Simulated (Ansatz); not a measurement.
A nudged elastic band was laid between two geometries of AlFH3NO + BrH (9 atoms, charge 0, multiplicity 1).

Level of theory: Ansatz 0.2.0, RHF/def2-SVP.

```yaml
movable_images: 7
climbing_image: yes
spring: 5.0 eV/Å²
optimiser: quadratic models (default)
start_path: through a guess of the saddle point
force_threshold: 0.03 eV/Å
iteration_limit: 60
end_points: relaxed
```

Image 0:

```xyz
9
Properties=species:S:1:pos:R:3
Al -0.211 -0.266 -0.235
F -0.250 -0.280 1.428
O 1.264 -0.296 -1.024
H 2.156 -0.237 -0.733
N -1.732 -0.304 -1.097
H -2.638 -0.315 -0.670
H -1.819 -0.295 -2.095
Br 0.209 3.028 1.708
H 0.003 1.742 2.253
```

Image 8:

```xyz
9
Properties=species:S:1:pos:R:3
Al -0.102 0.484 -0.170
F -0.294 -0.010 1.819
O 1.370 -0.329 -0.342
H 1.940 -0.442 -1.080
N -1.586 -0.020 -0.979
H -1.743 -0.926 -1.375
H -2.395 0.556 -1.107
Br -0.038 2.725 0.432
H -0.171 0.737 2.334
```

Question: What changes between the two ends?

Answer: Bonds broken: Br8–H9. Bonds formed: Al1–Br8, F2–H9. AlFH3NO + BrH becomes AlBrFH4NO.

Question: Give the energies along the band, and the barrier.

Answer: The forces met the threshold. The highest image is number 3 of 0 to 8, 0.73 eV above the first end and 0.75 eV above the last; the last end lies 0.02 eV below the first. Beside the main top the profile has a ripple of under 15 meV (maxima at images 3, 6), which may be a very shallow well or noise. A vibrational analysis at the climbing image gives one clearly imaginary mode, 1241i cm⁻¹: a first-order saddle point. The orbitals stay closed-shell, which can raise the energy where a bond breaks towards radicals; this wasn't checked here.

| image | path coordinate (Å) | energy (eV) | Br8–H9 (Å) | Al1–Br8 (Å) | F2–H9 (Å) |
| --- | --- | --- | --- | --- | --- |
| 0 | 0.00 | 0.00 | 1.41 | 3.85 | 2.20 |
| 1 | 0.70 | 0.04 | 1.41 | 3.40 | 2.22 |
| 2 | 1.41 | 0.14 | 1.42 | 3.12 | 1.96 |
| 3 | 2.11 | 0.73 | 1.64 | 2.64 | 1.22 |
| 4 | 2.78 | 0.12 | 2.32 | 2.36 | 0.93 |
| 5 | 3.45 | 0.11 | 2.74 | 2.32 | 0.92 |
| 6 | 4.12 | 0.11 | 2.75 | 2.32 | 0.92 |
| 7 | 4.79 | 0.04 | 2.78 | 2.31 | 0.92 |
| 8 | 5.45 | -0.02 | 2.75 | 2.32 | 0.92 |

Question: What is the geometry of the highest image?

Answer: 
```xyz
9
Properties=species:S:1:pos:R:3
Al -0.094 0.219 -0.043
F -0.277 -0.076 1.709
O 1.471 -0.019 -0.589
H 1.883 -0.540 -1.251
N -1.578 -0.136 -0.916
H -2.490 -0.187 -0.504
H -1.656 -0.180 -1.914
Br -0.070 2.573 1.144
H -0.207 1.123 1.898
```

Time of the run: 4.9 min on 2 threads of Arm Neoverse V2, with other jobs on the host, peak memory 0.26 GiB.
